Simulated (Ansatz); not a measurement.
Mulliken charges of GaH$_{6}$NOSi (`[NH2][GaH][O][SiH3]`) from PBE/def2-TZVPP in Ansatz (PBE0-D4/def2-TZVP geometry).

```
atom   x (Å)   y (Å)   z (Å)  charge (e)
  N1  -1.227   1.567  -1.569      -0.367
 Ga2   0.185   0.600  -1.010       0.310
  O3  -0.158  -0.270   0.512      -0.349
 Si4   0.570  -1.281   1.555       0.334
  H5  -1.239   2.128  -2.402       0.152
  H6  -2.097   1.598  -1.066       0.163
  H7   1.563   0.484  -1.704      -0.008
  H8  -0.190  -2.558   1.648      -0.076
  H9   1.964  -1.601   1.128      -0.081
 H10   0.629  -0.668   2.910      -0.076
```

Problem. By hand: the dipole of these point charges (1 e Å = 4.8032 D).

Solution. Σ q r = (0.018, 0.232, -0.360) e Å, of length 0.429 e Å = 2.06 D.

Problem. How does the dipole of the full density compare? (Best estimate.)

Solution. The calculation gave: (-0.108, 0.281, -0.353) e Å, 2.23 D; the point charges give 0.92 times that, at 17° from its direction.

Point charges leave out the atoms' own dipoles, such as those of lone pairs, and Mulliken's split depends on the basis, so the close match here is no proof of good charges.
